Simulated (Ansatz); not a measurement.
`C[SiH2][SiH](F)F` + `CO[SiH2]F` → `C[SiH2]O[SiH2]F` + `C[SiH](F)F`  (redistribution)

Program: Ansatz. Geometries: PBE0-D4/def2-TZVP. ΔE: electronic, gas phase. CBS: MP2 limit from def2 TZ/QZ plus the TZ coupled-cluster correction, frozen cores. Functionals use def2-TZVPP. One conformer a species, not always the lowest.

| level | ΔE (eV) |
| --- | --- |
| r2SCAN-D4 | -2.42 |
| PBE | -2.13 |

Problem. What does CCSD(T)/CBS give? (An estimate is asked.)

Solution. Ansatz gave: -2.47 eV. The listed levels differ from it by 0.05, 0.34 eV.

Largest T1 diagnostic among the species: 0.012.

From r2SCAN to r2SCAN0 (25 % exact exchange), in def2-TZVPP and without D4, ΔE moves by −0.06 eV. At CCSD(T), def2-SVP lies +0.26 eV from the extrapolated value and def2-TZVPP +0.03 eV. Leaving LDA and LC-ωPBE aside and taking each functional with its dispersion term where it has one, the values, not all of them listed here, spread over 0.37 eV, from BHLYP-D4 to revPBE-D4. LDA lies −0.08 eV from PBE without D4.
